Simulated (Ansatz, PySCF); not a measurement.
Caution: the highest occupied level lies above zero, so the state may not be bound. Caution: the restricted solution is unstable towards spin-unrestricted or complex orbitals, so a lower solution exists and this singlet may not be the ground state. This singlet is an excited state, 0.21 eV above the relaxed triplet at the level B3LYP/aug-cc-pVTZ // PBE0-D3(BJ)/def2-TZVPD (Ansatz, a first-principles code).

## C$_{2}$H$_{6}$BSi, SMILES `C=C[B-][SiH3]` (excited singlet; C–C–B–Si torsion 105°) (charge -1, multiplicity 1)

The numbers are results of PBE0-D3(BJ)/def2-TZVPD (PySCF), not measurements.

```yaml
HOMO: 0.52 eV
total_energy: -393.8637 Ha
cost: very roughly 50 core-seconds
```

```xyz
10

C     -2.0779     0.9177     0.2120
C     -1.0281     0.1932     0.6915
B      0.4164     0.2555     1.0146
Si     1.8564    -0.5686    -0.0638
H     -3.0843     0.5140     0.1795
H     -1.9478     1.9323    -0.1523
H     -1.2895    -0.8241     1.0540
H      2.5543    -1.6546     0.7083
H      2.9300     0.4477    -0.3403
H      1.6705    -1.2131    -1.4385
```
Charge -1, spin multiplicity 1.
